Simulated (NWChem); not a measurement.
Program: NWChem. System: C$_{4}$H$_{10}$O, charge 1, spin multiplicity 2, at the geometry of a parent with another charge or spin, in a state set for the comparison that need not be this species' ground state. Its SCF solution wasn't tested for a lower state. Level: UMP2/def2-SVP, 5 core orbitals frozen.

Output (cleaned and shortened):

```
             Northwest Computational Chemistry Package (NWChem) 7.3.0
             --------------------------------------------------------

                                NWChem Input Module
                                -------------------

 Scaling coordinates for geometry "geometry" by  1.889725989
 (inverse scale =  0.529177249)

 Turning off AUTOSYM since
 SYMMETRY directive was detected!

                             Geometry "geometry" -> ""
                             -------------------------

 Output coordinates in angstroms (scale by  1.889725989 to convert to a.u.)

  No.       Tag          Charge          X              Y              Z
 ---- ---------------- ---------- -------------- -------------- --------------
    1 C                    6.0000     0.79556400     0.31817600    -1.26442600
    2 C                    6.0000    -0.01816300     0.00370800     0.00000000
    3 C                    6.0000     0.79556400     0.31817600     1.26442600
    4 C                    6.0000    -0.48008100    -1.45493700     0.00000000
    5 O                    8.0000    -1.22183400     0.77625600     0.00000000
    6 H                    1.0000     1.71125900    -0.29188500    -1.32308600
    7 H                    1.0000     0.18971900     0.12703700    -2.16349600
    8 H                    1.0000     1.10092500     1.37880400    -1.27821000
    9 H                    1.0000     0.18971900     0.12703700     2.16349600
   10 H                    1.0000     1.71125900    -0.29188500     1.32308600
   11 H                    1.0000     1.10092500     1.37880400     1.27821000
   12 H                    1.0000     0.37813600    -2.14429600     0.00000000
   13 H                    1.0000    -1.09510300    -1.65754300    -0.89014600
   14 H                    1.0000    -1.09510300    -1.65754300     0.89014600
   15 H                    1.0000    -0.97436200     1.71068500     0.00000000

 Effective nuclear repulsion energy (a.u.)     198.8061398076

            Nuclear Dipole moment (a.u.)
            ----------------------------
        X                 Y               Z
 ---------------- ---------------- ----------------
     0.0000113384     0.0000018897    -0.0000000000

      Symmetry information
      --------------------

 Group name             Cs
 Group number              2
 Group order               2
 No. of unique centers    10

      Symmetry unique atoms

     1    2    4    5    6    7    8   12   13   15
[...]
     2   0 2 0    -16.378949    -73.058246    -71.024708    127.704005
     2   0 1 1      0.000000      0.000000      0.000000      0.000000
     2   0 0 2    -19.921139    -76.524845    -75.169217    131.772922

                   NWChem MP2 Semi-direct Energy/Gradient Module
                   ---------------------------------------------

  Basis functions       =    120
  Molecular orbitals    =    120
  Frozen core           =      5
  Frozen virtuals       =      0
  Active alpha occupied =     16
  Active beta occupied  =     15
  Active alpha virtual  =     99
  Active beta virtual   =    100
  Use MO symmetry       = T
  Use skeleton AO sym   = T

  AO/Fock/Back tols     =   1.0D-09  1.0D-09  1.0D-09

 GA uses MA = F    GA memory limited = T

 Available:
  local mem=  1.26D+08
 global mem=  1.44D+08
 local disk=  0.00D+00
  mp2_memr nvloc                    99
  nvloc new                    99
   1 passes of  16:        3145728                      69768                  38784854.
   1 passes of  16: M    126140101           G      144150400           F     122994373.

 Semi-direct pass number   1 of   1  for UHF alpha       at        8.7s
  vrange nnbf                  7197
  mp2_eaftype                   147  avail_ma_in_mb                  1099
 EAF : mp2_eaftype filesize         147   19392427.
  mp2_eaf for mointskh                    147
Node 0 wrote     91.2 Mb in      0.0 s     Agg I/O rate:  2303.8 Mb/s
 Done moints_semi at       14.9s
  mp2_eaftype                   147  avail_ma_in_mb                   952
 EAF : mp2_eaftype filesize         147   19392427.
  mp2_eaf for kh                   147
 Done maket at       15.3s
 Done multipass loop at       15.3s

 GA uses MA = F    GA memory limited = T

 Available:
  local mem=  1.26D+08
 global mem=  1.44D+08
 local disk=  0.00D+00
  mp2_memr nvloc                   100
  nvloc new                   100
   1 passes of  15:        3145728                      67626                  36729391.
   1 passes of  15: M    126140101           G      144150400           F     122994373.

 Semi-direct pass number   1 of   1  for UHF beta        at       15.3s
  vrange nnbf                  7197
  mp2_eaftype                   140  avail_ma_in_mb                  1099
 EAF : mp2_eaftype filesize         140   18364695.
  mp2_eaf for mointskh                    140
Node 0 wrote     86.4 Mb in      0.0 s     Agg I/O rate:  2183.6 Mb/s
 Done moints_semi at       21.3s
  mp2_eaftype                   140  avail_ma_in_mb                   959
 EAF : mp2_eaftype filesize         140   18364695.
  mp2_eaf for kh                   140
 Done maket at       21.8s
 Done multipass loop at       21.8s

          -------------------------------------------
          SCF energy                -231.650618922445
          Correlation energy          -0.724983832506
          Singlet pairs                0.000000000000
          Triplet pairs                0.000000000000
          Total MP2 energy          -232.375602754951
          -------------------------------------------

          ---------------------------------------------------
                    Spin Component Scaled (SCS) MP2
          Same spin pairs                     -0.167096365328
          Same spin scaling factor             0.333333333333
          Opposite spin pairs                 -0.557887467178
          Opposite spin scaling fact.          1.200000000000
          SCS-MP2 correlation energy          -0.725163749056
          Total SCS-MP2 energy              -232.375782671501
          ---------------------------------------------------

 -----------------------
 Performance information
 -----------------------

 Timer overhead =  1.99D-07 seconds/call

               Nr. of calls         CPU time (s)                 Wall time (s)                GFlops
             ---------------    -------------------     ------------------------------   -------------------
Name         Min   Avg   Max    Min     Avg     Max     Min     Avg     Max   Mx/calls   Min     Max     Sum
mp2: moin     2     2     2    12.     12.     12.      12.     12.     12.     6.1      0.0     0.0     0.0
mp2: make     2     2     2   0.92    0.92    0.92     0.92    0.92    0.92    0.46      0.0     0.0     0.0
mp2: tota     1     1     1    13.     13.     13.      13.     13.     13.     13.      0.0     0.0     0.0

 The average no. of pstat calls per process was 5.00D+00
 with a timing overhead of 9.95D-07s

 Task  times  cpu:       21.8s     wall:       21.8s

 Total times  cpu:       21.8s     wall:       21.8s
```

Problem. Write an NWChem input that would produce this output.

Solution. This is not unique; one that fits is 
```
start mol
memory heap 200 mb stack 900 mb global 1100 mb
charge 1
geometry units angstroms nocenter noautoz
  C      0.795564     0.318176    -1.264426
  C     -0.018163     0.003708     0.000000
  C      0.795564     0.318176     1.264426
  C     -0.480081    -1.454937     0.000000
  O     -1.221834     0.776256     0.000000
  H      1.711259    -0.291885    -1.323086
  H      0.189719     0.127037    -2.163496
  H      1.100925     1.378804    -1.278210
  H      0.189719     0.127037     2.163496
  H      1.711259    -0.291885     1.323086
  H      1.100925     1.378804     1.278210
  H      0.378136    -2.144296     0.000000
  H     -1.095103    -1.657543    -0.890146
  H     -1.095103    -1.657543     0.890146
  H     -0.974362     1.710685     0.000000
  symmetry group Cs
end
basis spherical
  * library def2-svp
end
scf
  uhf
  nopen 1
  maxiter 100
  thresh 1e-7
  semidirect memsize 60000000 filesize 0
  # guess.movecs holds the orbitals of an unrestricted PBE0 run
  vectors input guess.movecs output mol.movecs
end
mp2
  freeze core 5
end
task mp2 energy
```
